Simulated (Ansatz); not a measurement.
All values below come from frozen-core CCSD(T)/def2-TZVPP // r2SCAN-D4/def2-TZVP in Ansatz (a first-principles code).

Ansatz 0.2 input:
```yaml
crystal:
  periodic: [false, false, false]
  atoms:
    - { symbol: F, position_ang: [-1.591022, -1.094743, -0.397985] }
    - { symbol: Si, position_ang: [-0.515667, -0.004773, -0.029953] }
    - { symbol: F, position_ang: [-0.683728, 1.21504, -1.013841] }
    - { symbol: F, position_ang: [-0.842086, 0.548901, 1.409198] }
    - { symbol: Se, position_ang: [1.49388, -0.967042, -0.166237] }
    - { symbol: H, position_ang: [2.138622, 0.302615, 0.198818] }
basis:
  gaussian: { orbitals: def2-TZVPP }
correlation:
  method: ccsd_t
```

Output:

```
Functional definition: HF
1269 factors; integrals over basis functions are off by at most 8.7e-4 eV
mean field evaluation 1: about -81306.2574 eV, gradient 4.2e1 eV
mean field evaluation 2: about -81306.4866 eV, gradient 4.3e1 eV
mean field evaluation 4: about -81309.5753 eV, gradient 2.4e0 eV
mean field evaluation 8: about -81309.6255 eV, gradient 1.8e-1 eV
mean field evaluation 16: about -81309.6257 eV, gradient 1.4e-6 eV
mean field -81309.62565993 eV, -2988.0736293585 hartree, gradient 1.4e-6 eV, S^2 0.000000; 0 other end points of the search recorded, 0 dependent functions left out
17 core orbitals not correlated
reference -81309.62565993 eV, -2988.0736293585 hartree; 21, 21 occupied and 159, 159 virtual orbitals, 1269 factors
second order -30.72796646 eV of doubles, -0.00000000 eV of singles
cycle   1  -30.24876286 eV  change    4.8e-1 eV  update   1.1e-1
cycle   2  -30.86188862 eV  change   -6.1e-1 eV  update   3.0e-2
cycle   3  -30.98561539 eV  change   -1.2e-1 eV  update   1.5e-2
cycle   4  -30.96483052 eV  change    2.1e-2 eV  update   3.0e-3
cycle   5  -30.96265791 eV  change    2.2e-3 eV  update   1.2e-3
cycle   6  -30.96343709 eV  change   -7.8e-4 eV  update   3.4e-4
cycle   7  -30.96317416 eV  change    2.6e-4 eV  update   1.2e-4
cycle   8  -30.96308726 eV  change    8.7e-5 eV  update   3.4e-5
cycle   9  -30.96309805 eV  change   -1.1e-5 eV  update   1.4e-5
perturbative correction -0.96156786 eV, -0.0353369669 hartree
Total energy: -81341.55032583 eV, -2989.2468391911 hartree
```

Cost: very roughly 6 core-minutes.
